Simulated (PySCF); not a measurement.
## PBE0 on Sb (antimony, neutral)

Configuration: [Kr] 4d10 5s2 5p2 5d1, one real determinant (an excited configuration). All numbers are calculated (PySCF 2.14, a scalar-relativistic core potential, in aug-cc-pVDZ-PP with ECP28MDF).

- Total energy: -239.9345 hartree
- One-electron energy: -417.5194 hartree
- Hartree (Coulomb) energy: 196.8651 hartree
- Exchange-correlation energy: -19.2802 hartree
- ⟨S²⟩: 3.7513
- ⟨L²⟩: 7.976
- Sum of ⟨r⟩: 31.42 bohr
- Sum of ⟨r²⟩: 67.60 bohr²
- Traceless quadrupole moment −½Σ⟨3z² − r²⟩ along its main axis: -0.959 e·bohr²

```tsv
shell	electrons	mean orbital energy (eV)	spread (eV)	rms radius, mean of both spins (bohr)
4s α	1	-159.64	0	0.848
4s β	1	-159.47	0	0.848
4p α	3	-111.13	0.298	0.917
4p β	3	-110.96	0.437	0.917
4d α	5	-38.645	0.359	1.11
4d β	5	-38.402	0.473	1.11
5s α	1	-16.741	0	2.34
5s β	1	-14.612	0	2.34
5p α	2	-7.890	0	2.97
5d α	1	0.252	0	4.49
```

⟨L²⟩ = 7.98 against 12 for a pure F term, so this real determinant mixes terms. Energies and moments cover only the electrons outside the core potential. The outer electron is Rydberg-like, and this basis confines it to a smaller radius and binds it less than a complete one would. At PBE0 the highest occupied level has a positive energy, so only the finite basis holds that electron; for this excited configuration the basis is too tight for the outer shell.
